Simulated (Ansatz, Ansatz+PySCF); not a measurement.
```xyz
2

B     0.0000    0.0000   -1.2983
B     0.0000    0.0000    1.2983
```

Basis set: 6-31G (spherical functions). Correlated methods keep 2 orbitals frozen. Correlation on ROHF uses semicanonical orbitals with singles. Charge 0, multiplicity 3.

Computed with Ansatz (development build ahead of 0.2.0); each method stands on the lowest determinant of its kind that the runs found.

The atomization energy at this shape (free ground-state atoms in the same class of orbitals less the molecule, no zero-point energy) of triplet B₂:

| method | atomization energy |
| --- | --- |
| full CI (lowest root of this spin) | 0.89 eV |
| UHF-MP2 | 0.43 eV |
| ROHF-MP2 | 0.40 eV |
| ROHF-CCSD(T) | 0.79 eV |
| ROHF-CCSD | 0.70 eV |
| UHF | 0.28 eV |
| ROHF | 0.16 eV |

Task: What does PBE0 (unrestricted) give?

Result: 1.25 eV. Caution for UHF-MP2, ROHF-MP2: another reference gives a lower total. Caution for UHF-MP2: bonds are stretched, where a single reference can fail. Caution for UHF-MP2, ROHF-MP2, ROHF-CCSD(T), ROHF-CCSD, UHF, ROHF: the determinant may break the point group. Caution for ROHF-MP2, ROHF-CCSD(T), ROHF-CCSD: large amplitudes, a single reference is doubtful.

This basis has no polarisation functions and is too small for such energies, which can lie far from measured ones in either direction.
